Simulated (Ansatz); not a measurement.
Ansatz (a program for electronic structure) input:
A basis named .json is the Basis Set Exchange file of that set.

Ansatz 0.2 input:
```yaml
crystal:
  periodic: [false, false, false]
  atoms:
    - {symbol: Ba, position_ang: [-0.03955420, 0.19697290, 0.22970621]}
    - {symbol: F, position_ang: [-0.13682020, 0.80481059, -1.97499508]}
    - {symbol: F, position_ang: [0.38293525, -2.03041977, 0.54571198]}
basis:
  gaussian:
    orbitals: def2-QZVPP.json
    fitting: {mean_field: def2-universal-jkfit, correlation: def2-QZVPP-RIFIT.json}
total_charge: -1
magnetization: {spin_polarized: true, initial_magnetization: 1}
correlation: {method: mp2, electrons: outside_noble_gas}
```

**Question.** What final total energy does it print?

**Answer.** -224.86642 Eh (RI-MP2/def2-QZVPP). The basis has 174 functions.
